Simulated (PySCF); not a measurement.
SiBr and its ions

UHF-CCSD(T); basis Si def2-TZVPPD, Br def2-TZVPPD; no relativity; PySCF 2.14. Neutral (UHF): doublet (π ↑), Re = 2.237 Å, ωe = 421 cm⁻¹, De = 3.71 eV.

SiBr⁺ (RHF): singlet (closed shell), Re = 2.111 Å, ωe = 536 cm⁻¹, De = 4.62 eV to Si⁺ + Br. The energies at the minima are -2861.72741 hartree for SiBr and -2861.46281 for SiBr⁺.

Q: Work out the adiabatic ionisation energy, without and with harmonic zero-point energies (1 hartree = 27.2114 eV, 1 eV = 8065.5 cm⁻¹), and the change of the bond length.

A: At CCSD(T): 0.26460 hartree = 7.200 eV between the minima; the zero-point term (536.0 − 421.0)/2 cm⁻¹ = +0.007 eV makes it 7.207 eV. Re changes by -12.6 pm against the neutral. The electron leaves a π orbital, and the shorter bond of the ion fits an antibonding orbital, or a change in how ionic the bond is.

SiBr⁻ (UHF): triplet (π ↑↑), Re = 2.448 Å, ωe = 278 cm⁻¹, De = 1.68 eV to Si + Br⁻. The energies at the minima are -2861.72741 hartree for SiBr and -2861.77588 for SiBr⁻.

Q: Work out the adiabatic electron affinity, without and with harmonic zero-point energies (1 hartree = 27.2114 eV, 1 eV = 8065.5 cm⁻¹), and the change of the bond length.

A: At UHF-CCSD(T): 0.04847 hartree = 1.319 eV between the minima; the zero-point term (421.0 − 278.0)/2 cm⁻¹ = +0.009 eV makes it 1.328 eV. Re changes by +21.1 pm against the neutral. The electron enters a π orbital, and the longer bond of the ion fits an antibonding orbital, or a change in how ionic the bond is.

Correlated steps freeze 14 core orbitals. Spin–orbit coupling is left out. For an ion De counts to the pair picked by the measured ionisation energies or electron affinities, which need not be the lowest pair at this level. Where the molecule has an RHF reference, its open-shell atoms are computed with UHF. States were picked by a PBE0 search and need not be the measured ground states.

Neutral and ion stand on different kinds of reference determinant, which adds to the error of the difference.
